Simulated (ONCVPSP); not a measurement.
Before and after: ONCV potential for V (Z = 23)

| Property | Result |
| --- | --- |
| Element | V |
| Generator | ONCVPSP 4.0.1 |
| Type | optimised norm-conserving Vanderbilt (ONCV) |
| Functional | PBE |
| Relativity | scalar-relativistic |
| Frozen core | [Ne] |
| Valence charge | 13 |
| Reference configuration | 3s2 3p6 3d3 4s1 (charge +1) |
| Partial waves | 3s+4s: rc 1.70 bohr, ncon 4, nbas 7, qcut 7.1 1/bohr, 2 projectors; 3p: rc 1.10 bohr, ncon 5, nbas 8, qcut 6.1 1/bohr, 1 projector; 3d: rc 2.05 bohr, ncon 5, nbas 10, qcut 9.1 1/bohr, 2 projectors, debl 2.8 Ha |
| Local potential | polynomial inside 1.00 bohr (lpopt 5, dvloc0 2 Ha) |
| Core correction | Teter function, fcfact 2.25, rcfact 1.25 |

Change: d: qcut 6.8.

Cutoffs: the cutoffs (Ha) at which the residual kinetic energy of the hardest occupied pseudo-wave falls to 1 and 0.1 mHa per electron; they do not see the model core or the augmentation charge, which bear on the density cutoff. Errors are all-electron minus pseudo energies relative to the spin-unpolarised reference configuration.

**Question.** Predict the effect on cutoff, ghosts and configuration errors.

**Answer.** The potential gets neither clearly harder nor softer (37 Ha and 138 Ha → 37 Ha and 138 Ha); the p channel sets the loose cutoff, while the largest relative change is in d, which becomes softer; of the 4 tests that both files solve, the error grows in 2 and shrinks in 0 by more than 15 % and 0.3 meV (median size 3.3 → 3.6 meV); neither file shows a bound ghost.

| quantity | base | changed |
| --- | --- | --- |
| cutoff, loose | 37 Ha | 37 Ha |
| cutoff, tight | 138 Ha | 138 Ha |
| loose cutoff by channel | s 14 Ha, p 37 Ha, d 29 Ha | s 14 Ha, p 37 Ha, d 21 Ha |
| bound ghosts | none | none |
| GHOST(+) flags under 300 eV | none | none |
| error for 3s2 3p6 3d3 4s2, meV [ΔE -7.74 eV] | +1.2 | +1.6 |
| error for 3s2 3p6 3d3 4s0, meV [ΔE 14.30 eV] | -1.1 | -1.4 |
| error for 3s2 3p6 3d2 4s0, meV [ΔE 43.19 eV] | +78 | +137 |
| error for 3s2 3p6 3d3 4s1 4p1, meV [ΔE -4.39 eV] | +5.4 | +5.5 |
| s: phases at 1.73 bohr within 0.05 rad from the reference energy up to (Ha; the scan ends near 5) | to the end of the scan | to the end of the scan |
| p: phases at 1.12 bohr within 0.05 rad from the reference energy up to (Ha; the scan ends near 5) | to the end of the scan | to the end of the scan |
| d: phases at 2.08 bohr within 0.05 rad from the reference energy up to (Ha; the scan ends near 5) | to the end of the scan | to the end of the scan |
| rms error of d²Exc/dni dnj with the model core, mHa | 0.86 | 1.21 |
